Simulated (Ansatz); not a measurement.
IRb (SMILES [Rb][I]), singlet, geometry from GFN2-xTB (such geometries of metal compounds can be far from the true shape) (all electrons, no relativity). Base run: HF/3-21G (Ansatz, an electronic-structure program).

Input for Ansatz:
Ansatz 0.2 input:
```yaml
crystal:
  periodic: [false, false, false]
  atoms:
    - {symbol: Rb, position_ang: [-0.00000000, -0.00000000, -1.91534858]}
    - {symbol: I, position_ang: [0.00000000, 0.00000000, 1.33713014]}
basis:
  gaussian:
    orbitals: 3-21G.json
hamiltonian:
  xc: hf
```
The basis file holds 3-21G in the JSON format of the Basis Set Exchange.

Variants of this job, named by their change:

```
change              basis functions       E (Eh)
------------------  ---------------  -----------
base                             60  -9812.64021
basis = STO-3G                   49  -9758.44942
basis = def2-SV(P)               50   -320.54863
basis = def2-SVP                 50   -320.54863
basis = def2-SVPD                62   -320.55155
basis = def2-TZVP                83   -320.55708
basis = def2-TZVPP               90   -320.55719
basis = def2-TZVPD               92   -320.55730
basis = def2-QZVP               131   -320.55856
basis = def2-QZVPP              145   -320.55884
```

Totals compare only among sets that treat the same electrons; sets with core potentials leave the core out.
